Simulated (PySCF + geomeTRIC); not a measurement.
Computed with CAM-B3LYP-D3(BJ)/def2-TZVP in PySCF + geomeTRIC. fastk is a local helper that only speeds up exchange builds. No frequencies were computed at this level.

```python
import json, numpy as np
from pyscf import gto, dft
from fastk import lowrank_exchange
atoms = """
N      1.996394    -0.003332    -0.731522
C      0.855170    -0.029964    -0.650479
C     -0.586516    -0.011455    -0.528409
O     -1.317723    -0.914006    -0.812742
H     -0.947334     0.958752    -0.130978
"""
def scf(charge, spin, dm0=None):
    mol = gto.M(atom=atoms, basis='def2-tzvp', ecp={}, charge=charge, spin=spin, verbose=3, max_memory=5040)
    mf = dft.KS(mol, xc='cam-b3lyp').density_fit(auxbasis="def2-universal-jkfit")
    mf.disp = 'd3bj'
    mf.grids.level = 3
    mf.conv_tol = 1e-8
    mf.max_cycle = 60
    mf.kernel(dm0)
    if not mf.converged:
        mf = mf.newton().run(mf.mo_coeff, mf.mo_occ).undo_soscf()
    return mf
mf = scf(0, 0)
from pyscf.geomopt.geometric_solver import kernel as optimize
path = []
done, mol = optimize(mf, maxsteps=80, assert_convergence=False, callback=lambda env: path.append((env["energy"], bool(env["g_scanner"].converged))))
res = dict(converged=bool(done and path[-1][1]), energy=path[-1][0], path=[e for e, c in path], xyz=mol.atom_coords(unit="Angstrom").tolist(), nao=mol.nao)
json.dump(res, open("result.json", "w"))
```

Output:

```
converged SCF energy = -206.73295112524
Geometry optimization cycle 1
converged SCF energy = -206.732951124122
cycle 1: E = -206.732951124  dE = -206.733  norm(grad) = 0.0263721
Geometry optimization cycle 2
converged SCF energy = -206.731100807673
cycle 2: E = -206.731100808  dE = 0.00185032  norm(grad) = 0.0350737
Geometry optimization cycle 3
converged SCF energy = -206.733413673153
cycle 3: E = -206.733413673  dE = -0.00231287  norm(grad) = 0.0113885
Geometry optimization cycle 4
converged SCF energy = -206.733709969621
cycle 4: E = -206.73370997  dE = -0.000296296  norm(grad) = 0.00189967
Geometry optimization cycle 5
converged SCF energy = -206.733721114185
cycle 5: E = -206.733721114  dE = -1.11446e-05  norm(grad) = 0.000717734
Geometry optimization cycle 6
converged SCF energy = -206.733720579528
cycle 6: E = -206.73372058  dE = 5.34657e-07  norm(grad) = 0.000724932
Geometry optimization cycle 7
converged SCF energy = -206.733721492579
cycle 7: E = -206.733721493  dE = -9.13051e-07  norm(grad) = 0.000310993
<class 'geometric.internal.Distance'> : 4
<class 'geometric.internal.Angle'> : 2
<class 'geometric.internal.LinearAngle'> : 2
<class 'geometric.internal.OutOfPlane'> : 1
<class 'geometric.internal.TranslationX'> : 1
<class 'geometric.internal.TranslationY'> : 1
<class 'geometric.internal.TranslationZ'> : 1
<class 'geometric.internal.RotationA'> : 1
<class 'geometric.internal.RotationB'> : 1
<class 'geometric.internal.RotationC'> : 1
Step    0 : Gradient = 1.179e-02/1.993e-02 (rms/max) Energy = -206.7329511241
Step    1 : Displace = 7.569e-02/1.121e-01 (rms/max) Trust = 1.000e-01 (=) Grad = 1.569e-02/2.045e-02 (rms/max) E (change) = -206.7311008077 (+1.850e-03) Quality = -1.139
Step    2 : Displace = 3.619e-02/5.191e-02 (rms/max) Trust = 3.784e-02 (x) Grad = 5.093e-03/8.378e-03 (rms/max) E (change) = -206.7334136732 (-4.625e-04) Quality = 0.375
Step    3 : Displace = 1.837e-02/3.000e-02 (rms/max) Trust = 3.784e-02 (=) Grad = 8.496e-04/1.158e-03 (rms/max) E (change) = -206.7337099696 (-2.963e-04) Quality = 0.849
Step    4 : Displace = 2.976e-03/4.151e-03 (rms/max) Trust = 5.352e-02 (+) Grad = 3.210e-04/5.521e-04 (rms/max) E (change) = -206.7337211142 (-1.114e-05) Quality = 1.003
Step    5 : Displace = 1.101e-03/1.779e-03 (rms/max) Trust = 7.569e-02 (+) Grad = 3.242e-04/5.890e-04 (rms/max) E (change) = -206.7337205795 (+5.347e-07) Quality = -0.862
Step    6 : Displace = 5.407e-04/8.758e-04 (rms/max) Trust = 5.506e-04 (-) Grad = 1.391e-04/2.198e-04 (rms/max) E (change) = -206.7337214926 (-9.131e-07) Quality = 0.980
Converged! =D
```

Cost: roughly 40 core-seconds.
